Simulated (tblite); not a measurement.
Start geometry of `C#C[C+]1[CH]C=CC=C1` [radical] from a force field or distance geometry (Å):
```
atom  x, y, z in Å
C1     2.6806   -0.8162    1.8914
C2     1.7160   -0.5180    1.2098
C3     0.6056   -0.1821    0.4275
C4     0.1992   -1.0085   -0.7032
C5    -0.9538   -0.6480   -1.4876
C6    -1.6388    0.4713   -1.1837
C7    -1.2400    1.3212   -0.0615
C8    -0.1724    1.0229    0.7195
H9     3.5205   -1.0747    2.4901
H10    0.7540   -1.9135   -0.9300
H11   -1.2425   -1.2801   -2.3291
H12   -2.5041    0.7724   -1.7586
H13   -1.8411    2.2059    0.1472
H14    0.1160    1.6469    1.5462
```

Task: What comes out of this run: tblite, GFN2-xTB geometry optimisation, gas phase?

Result: 
```
atom  x, y, z in Å
C1     2.639   -0.807    1.861
C2     1.677   -0.518    1.175
C3     0.577   -0.180    0.399
C4     0.192   -1.008   -0.696
C5    -0.897   -0.661   -1.452
C6    -1.627    0.501   -1.145
C7    -1.256    1.323   -0.066
C8    -0.169    0.996    0.702
H9     3.475   -1.060    2.456
H10    0.767   -1.896   -0.911
H11   -1.200   -1.279   -2.285
H12   -2.485    0.766   -1.747
H13   -1.831    2.210    0.153
H14    0.138    1.611    1.535
```

The energy falls by 23.7 kJ/mol over 15 L-BFGS steps, the largest force on an atom goes from 3.32 to 0.008 eV/Å, and the atoms move by 0.043 Å rms after alignment. The bond that changes most is C4–C5 (both ends carbon bonded to 2 C and H), which shortens by 0.070 Å. Bonds longer at the end by more than 0.005 Å: 2 of 14; shorter: 9. Rotational constants go from 5452, 1515, 1186 to 5537, 1567, 1221 MHz. The orientation of the end geometry is arbitrary; only internal coordinates are fixed.

Its lowest GFN2-xTB frequency is 8i cm⁻¹, too small to tell a flat minimum from a shallow saddle.

All values are computed, not measured.
